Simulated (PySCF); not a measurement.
## Static response to an electric field

Species: C₃H₇FO₃Si.
Atom-mapped SMILES: `[OH:1][SiH2:2][O:3][C@@H:4]1[CH2:5][C@@H:6]([F:7])[O:8]1` (hydrogens: H9 on O1; H10, H11 on Si2; H12 on C4; H13, H14 on C5; H15 on C6)

Geometry (GFN2-xTB, Å), atoms numbered from 1 in this order:
```xyz
15
C3H7FO3Si angstrom
O      2.543    0.873    0.109
Si     2.247   -0.692   -0.169
O      0.639   -0.985   -0.414
C     -0.384   -0.539    0.348
C     -1.718   -0.366   -0.399
C     -1.570    1.100   -0.002
F     -2.506    1.510    0.906
O     -0.334    0.881    0.612
H      1.825    1.438    0.397
H      2.747   -1.083   -1.472
H      2.712   -1.474    0.975
H     -0.445   -1.092    1.297
H     -2.576   -0.869    0.036
H     -1.639   -0.562   -1.463
H     -1.544    1.870   -0.783
```

Level: CAM-B3LYP/def2-SVPD (PySCF), static field, nuclei fixed, core orbitals frozen in the response. The polarisability tensor in these axes (au):

```
x   77.64 -5.11 -0.85
y   -5.11 66.60  0.73
z   -0.85  0.73 62.38
```

What are the eigenvalues, a third of the trace, and Δα (Δα² = ½Σ(αi − αj)² over the three pairs)?

Principal values 62.26, 64.65 and 79.71 au; mean 68.88 au = 10.21 Å³ = 11.36 × 10⁻⁴⁰ C²·m²/J; Δα = 16.38 au (24 % of the mean).

What is the dipole moment, and where does it point?

(-1.22, -1.27, -0.92) D, 1.99 D in size, pointing from the negative to the positive side. Measured along this direction, the outermost atoms are H9 and O1 at the negative end and H13 and H14 at the positive end.

Form Σ f/ω² (atomic units) for the 8 lowest TDDFT singlets, given as eV and f, and set it beside the mean polarisability, which is this sum over all singlets: 7.80, 0.0279; 7.87, 0.0048; 8.26, 0.0169; 8.40, 0.0034; 8.61, 0.0098; 8.79, 0.0152; 8.86, 0.0554; 8.92, 0.0114.

They add up to 1.49 au, 2.2 % of the 68.88 au; the largest single term is 0.52 au, from the state at 8.86 eV. Terms in order: 0.34, 0.06, 0.18, 0.04, 0.10, 0.15, 0.52, 0.11 au. Higher excitations give the rest. The strengths listed sum to 0.145.

Refractivity n − 1 of an ideal gas of it at 298.15 K and 1 atm, from the electronic α?

N = p/kT = 2.4615 × 10¹⁹ cm⁻³, so n − 1 = 2π × N × 10.21 × 10⁻²⁴ cm³ = 1579 × 10⁻⁶ at long wavelengths, for an ideal gas.

Rayleigh depolarisation ratio (linearly polarised light, static tensor)?

ρ = 3Δα²/(45ᾱ² + 4Δα²) = 805.3/(213475 + 1073.7) = 0.00375.

One conformer (not necessarily the lowest) at the GFN2-xTB geometry, without solvent, vibrations or thermal averaging.
